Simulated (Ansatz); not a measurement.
An input meant for `C[Si](C)(C)C#Cc1cnc(-c2cnc(-c3cnc(C#C[Si](C)(C)C)nc3)nc2)nc1` (charge 0, singlet).

```yaml
crystal:
  periodic: [false, false, false]
  atoms:
    - {symbol: C, position_ang: [10.503361, -1.075553, 1.310396]}
    - {symbol: Si, position_ang: [9.906733, 0.062175, -0.059405]}
    - {symbol: C, position_ang: [10.477932, 1.826051, 0.237232]}
    - {symbol: C, position_ang: [10.481503, -0.554562, -1.737774]}
    - {symbol: C, position_ang: [8.056944, 0.049943, -0.048337]}
    - {symbol: C, position_ang: [6.827815, 0.043137, -0.040296]}
    - {symbol: C, position_ang: [5.412301, 0.034496, -0.031790]}
    - {symbol: C, position_ang: [4.659386, -1.160981, 0.030517]}
    - {symbol: N, position_ang: [3.334814, -1.170117, 0.039394]}
    - {symbol: C, position_ang: [2.706615, 0.017834, -0.015869]}
    - {symbol: C, position_ang: [1.237045, 0.008749, -0.006126]}
    - {symbol: C, position_ang: [0.479309, 1.193112, -0.057741]}
    - {symbol: N, position_ang: [-0.848151, 1.189712, -0.050014]}
    - {symbol: C, position_ang: [-1.458080, -0.008162, 0.010778]}
    - {symbol: C, position_ang: [-2.928155, -0.017633, 0.020345]}
    - {symbol: C, position_ang: [-3.685442, 1.167397, -0.030819]}
    - {symbol: N, position_ang: [-5.013353, 1.168626, -0.023580]}
    - {symbol: C, position_ang: [-5.616269, -0.035419, 0.036789]}
    - {symbol: C, position_ang: [-7.048224, -0.045589, 0.042969]}
    - {symbol: C, position_ang: [-8.275183, -0.054617, 0.048334]}
    - {symbol: Si, position_ang: [-10.122880, -0.067263, 0.058082]}
    - {symbol: C, position_ang: [-10.696928, 0.828380, 1.606521]}
    - {symbol: C, position_ang: [-10.715598, 0.822668, -1.486504]}
    - {symbol: C, position_ang: [-10.700961, -1.853648, 0.065271]}
    - {symbol: N, position_ang: [-4.996703, -1.231423, 0.088395]}
    - {symbol: C, position_ang: [-3.668979, -1.212613, 0.080583]}
    - {symbol: N, position_ang: [-0.832379, -1.198185, 0.065099]}
    - {symbol: C, position_ang: [0.494980, -1.184940, 0.056848]}
    - {symbol: N, position_ang: [3.319422, 1.213355, -0.079645]}
    - {symbol: C, position_ang: [4.644027, 1.220442, -0.088547]}
    - {symbol: H, position_ang: [10.145154, -2.105994, 1.155794]}
    - {symbol: H, position_ang: [10.142792, -0.736333, 2.294711]}
    - {symbol: H, position_ang: [11.605485, -1.100027, 1.341829]}
    - {symbol: H, position_ang: [11.579275, 1.882958, 0.238325]}
    - {symbol: H, position_ang: [10.104099, 2.502454, -0.548134]}
    - {symbol: H, position_ang: [10.117700, 2.202868, 1.207943]}
    - {symbol: H, position_ang: [11.583086, -0.564704, -1.790180]}
    - {symbol: H, position_ang: [10.108497, 0.091778, -2.548344]}
    - {symbol: H, position_ang: [10.122707, -1.578489, -1.929594]}
    - {symbol: H, position_ang: [5.172155, -2.129947, 0.078209]}
    - {symbol: H, position_ang: [0.988130, 2.162741, -0.109765]}
    - {symbol: H, position_ang: [-3.174623, 2.136307, -0.077871]}
    - {symbol: H, position_ang: [-10.324079, 0.328858, 2.515047]}
    - {symbol: H, position_ang: [-10.333267, 1.868301, 1.619322]}
    - {symbol: H, position_ang: [-11.798451, 0.850237, 1.656955]}
    - {symbol: H, position_ang: [-11.817621, 0.846424, -1.523076]}
    - {symbol: H, position_ang: [-10.350118, 1.861815, -1.508425]}
    - {symbol: H, position_ang: [-10.355276, 0.318738, -2.397658]}
    - {symbol: H, position_ang: [-11.802357, -1.909684, 0.070282]}
    - {symbol: H, position_ang: [-10.335981, -2.390596, -0.824981]}
    - {symbol: H, position_ang: [-10.327990, -2.386055, 0.954934]}
    - {symbol: H, position_ang: [-3.144879, -2.174614, 0.122883]}
    - {symbol: H, position_ang: [1.016479, -2.148307, 0.098497]}
    - {symbol: H, position_ang: [5.144212, 2.195889, -0.137830]}
basis:
  gaussian: {orbitals: def2-SVP, fitting: {mean_field: def2-universal-jkfit}}
hamiltonian: {xc: {name: HF}}
correlation: {active_space: {window: {electrons: 6, orbitals: 2}}}
accuracy: high
scf: {omitted_lower_state_checks: [starts]}
output: {forces: true}
```

```sh
$ ansatz run in.yaml --threads 2 --pin off --events-out ev --progress --plain --max-ram 22528MiB --backend cuda --devices 0, --max-vram 18GiB
```

It prints (some lines left out):

```
Functional definition: HF
2800 factors; integrals over basis functions are off by at most 2.4e-1 eV
mean field evaluation 1: about -47619.6507 eV, gradient 7.3e1 eV
mean field evaluation 2: about -47633.2942 eV, gradient 3.0e1 eV
mean field evaluation 4: about -47635.5289 eV, gradient 3.9e0 eV
mean field evaluation 8: about -47635.5693 eV, gradient 1.5e-4 eV
mean field -47635.56927143 eV, -1750.5748821765 hartree, gradient 1.5e-8 eV, S^2 0.000000; 0 other end points of the search recorded, 0 dependent functions left out
reference -47635.56927143 eV, -1750.5748821765 hartree; 113, 113 occupied and 435, 435 virtual orbitals, 2800 factors
Error: 6 electrons in 2 orbitals form no window around the highest filled level of the reference
```

Task: What is wrong with this run?

Result: The active space doesn't fit the electrons. The run stopped with an error.
